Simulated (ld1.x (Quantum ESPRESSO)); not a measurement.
**Before and after: PAW potential for phosphorus**

- Element: phosphorus
- Generator: ld1.x (Quantum ESPRESSO) 7.5
- Type: PAW
- Functional: PBE
- Relativity: scalar-relativistic
- Frozen core: [Ne]
- Valence charge: 5
- Reference configuration: 3s2 3p1 (charge +2)
- Partial waves: 3s (bound): rcut 1.40, rcutus 1.75 bohr; 3s channel at 1.8 Ry: rcut 1.40, rcutus 1.75 bohr; 3p (bound): rcut 1.25, rcutus 1.45 bohr; 3p channel at -1.45 Ry: rcut 1.25, rcutus 1.45 bohr; 3d channel at 0.25 Ry: rcut 1.15, rcutus 1.60 bohr; 3d channel at 1.55 Ry: rcut 1.15, rcutus 1.60 bohr
- Local potential: all-electron potential smoothed inside 1.50 bohr (lloc = -1)
- Core correction: Bessel-smoothed model core inside 0.70 bohr
- Augmentation charge: PSQ, inside the norm-conserving radii

Change: type TM; waves now 3s (bound): rc 1.75 bohr; 3d channel at 0.25 Ry: rc 1.60 bohr; 3p (bound): rc 1.45 bohr; local potential the p channel.

Cutoffs: the cutoffs (Ry, on a coarse ladder) from which the occupation-weighted sum of valence levels, in a spherical-Bessel basis at the reference potential, stays within 10 and 1 mRy of its value at 400 Ry; they do not see the model core or the augmentation charge, which bear on the density cutoff. Errors are all-electron minus pseudo energies relative to the spin-unpolarised reference configuration.

Q: How do hardness, ghosts and transferability respond?

A: The potential gets harder (10 Ry and 21 Ry → 30 Ry and 50 Ry); of the 7 tests that both files solve, the error grows in 6 and shrinks in 1 by more than 15 % and 0.3 meV (median size 4.3 → 19.7 meV); the range in which the s phases agree narrows (upper end at the end of the scan → 2.7); neither file shows a bound ghost. Several settings change at once here, so the effects cannot be laid on one of them.

| quantity | base | changed |
| --- | --- | --- |
| cutoff, loose | 10 Ry | 30 Ry |
| cutoff, tight | 21 Ry | 50 Ry |
| loose cutoff by channel (10 mRy a level) | s 6 Ry, p 8 Ry | s 18 Ry, p 8 Ry |
| bound ghosts | none | none |
| error for 3s2 3p3, meV [ΔE -28.88 eV] | -4.3 | +25 |
| error for 3s2 3p2, meV [ΔE -19.15 eV] | -1.9 | +9.8 |
| error for 3s2 3p0, meV [ΔE 29.74 eV] | -11 | +13 |
| error for 3s1 3p3, meV [ΔE -10.03 eV] | -0.8 | +6.3 |
| error for 3s1 3p4, meV [ΔE -20.34 eV] | -2.4 | +20 |
| error for 3s1 3p0, meV [ΔE 81.74 eV] | -72 | +41 |
| error for 3s2 3p3.3, meV [ΔE -30.18 eV] | -4.4 | +28 |
| s: phases at 1.89 bohr within 0.05 rad from the reference energy up to (Ry; the scan ends near 5) | to the end of the scan | 2.7 |
| p: phases at 1.89 bohr within 0.05 rad from the reference energy up to (Ry; the scan ends near 5) | 3.6 | 3.5 |
| d: phases at 1.89 bohr within 0.05 rad from the reference energy up to (Ry; the scan ends near 5) | to the end of the scan | 4.7 |
